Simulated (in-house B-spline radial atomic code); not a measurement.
## RPA and G0W0 on LC-wPBE: Ni5+

Configuration [Ar] 3d5, highest spin, mean-field start LC-wPBE. Computed with an all-electron radial atomic-structure program (B-spline basis): all electrons, scalar-relativistic (spin-free one-electron X2C), finite nucleus, each spin shell either full or empty, empty states to l = 9 with an (l + 1/2)⁻⁴ tail; G0W0 by contour deformation at full frequency.

Command:
```bash
python run_gw.py task.json out
```
Settings (radii: box in bohr, nucleus in fm):
```
Z                        28
electrons                23
configuration            [Ar] 3d5
hamiltonian              x2c
method                   lc_wpbe
lmax                     9
rms_radius               3.7757
spin_polarised           True
box_radius               10.43
intervals                68
```

Time taken, with all properties: 3.2 s on 1 thread of Arm Neoverse V1, on a shared host.

Energies (hartree):

```csv
term,value
mean-field total,-1513.28025
Hartree-Fock functional on these orbitals,-1512.40886
direct second order,-1.7329
second-order exchange,0.56805
SOSEX correction,0.53018
```

Question: What is the RPA correlation energy, and what remains with SOSEX?

Answer: RPA gives -1.5543 hartree (-1.84 eV per electron); RPA + SOSEX gives -1.0242, and the second-order doubles -1.1648 hartree (no singles). SOSEX takes back 34 % of the RPA value.

Quasi-particle levels (eV):

```json
{"level": "3d up", "occupied": "yes", "mean field": "-100.59", "Σx - vxc": "-8.87", "Σc": "?", "QP weight": "?", "G0W0": "?"}
{"level": "3p down", "occupied": "yes", "mean field": "-158.66", "Σx - vxc": "-7.62", "Σc": "0.41", "QP weight": "0.959", "G0W0": "-165.87"}
{"level": "3d down", "occupied": "no", "mean field": "-82.31", "Σx - vxc": "11.10", "Σc": "-5.29", "QP weight": "0.966", "G0W0": "-76.50"}
```

G0W0 = mean field + (Σx - vxc) + Σc, with Σc (partial-wave tail included) taken at the quasi-particle energy. Only the outer levels were computed. Levels of low weight are left out.

Question: Where does G0W0 put 3d up?

Answer: At -108.20 eV, with Σc = 1.26 eV and a quasi-particle weight of 0.964. The tabulated removal energy is 108 ± 1 eV (NIST, semi-empirical); the calculation leaves out spin-orbit coupling, Breit and QED terms, and what these don't explain is the method's own error.
